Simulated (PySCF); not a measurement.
**Spinor energies of Ba+ (barium, charge +1)**

Start: [Xe] 6p1; 6p3/2 filled at m_j = +3/2. Calculated with PySCF 2.14 in x2c-TZVPall-2c: generalised Hartree-Fock with the X2C-1e Hamiltonian and a Gaussian nucleus; one run each with spin-orbit coupling (SO) switched off, then screened by Boettger's factors. This is a chosen level, not necessarily the ground level.

```csv
spinor shell,electrons,"ε, spin-free (eV)","ε, screened SO (eV)",weight of nominal j (screened SO),"rms radius, screened SO (bohr)"
1s1/2,2,-37631.2,-37626.8,1.000,0.0292
2s1/2,2,-6060.2,-6058.9,1.000,0.119
2p1/2,2,-5428.0,-5694.6,1.000,0.102
3s1/2,2,-1329.9,-1329.5,1.000,0.311
3p1/2,2,-1122.5,-1175.4,1.000,0.303
3p3/2,4,-1122.5,-1098.8,1.000,0.315
3d3/2,4,-821.47,-830.90,1.000,0.287
3d5/2,6,-821.47,-814.83,1.000,0.290
4s1/2,2,-285.50,-285.42,1.000,0.715
4p1/2,2,-215.83,-226.93,1.000,0.744
4p3/2,4,-215.83,-210.86,1.000,0.770
4d3/2,4,-111.38,-113.03,1.000,0.856
4d5/2,6,-111.38,-110.25,1.000,0.867
5s1/2,2,-49.985,-50.009,1.000,1.76
5p1/2,2,-30.859,-32.463,0.999,1.97
5p3/2,4,-30.859,-30.193,1.000,2.05
6p3/2,1,-6.982,-6.926,1.000,6.01
```

Problem. Where does 2p3/2 lie, and what is the 2p spin-orbit splitting (screened SO)?

Solution. At -5309.6 eV, 385.03 eV above 2p1/2.

```json
{"quantity": "E (hartree)", "spin-free": "-8129.95105", "screened SO": "-8133.01686"}
{"quantity": "M_J", "spin-free": "3/2", "screened SO": "3/2"}
{"quantity": "⟨J²⟩", "spin-free": "3.750", "screened SO": "3.750"}
{"quantity": "⟨L²⟩", "spin-free": "2.000", "screened SO": "2.035"}
{"quantity": "⟨S²⟩", "spin-free": "0.750", "screened SO": "0.785"}
```

Breit and QED terms are absent; they matter most for the inner s and p1/2 levels.

Densities and radii are taken from the X2C orbitals without a picture-change correction, which distorts them close to the nucleus.

Without spin-orbit coupling the j labels of p, d and f shells carry no meaning; the spin-free column gives the mean over the occupied spinors of each nl shell.
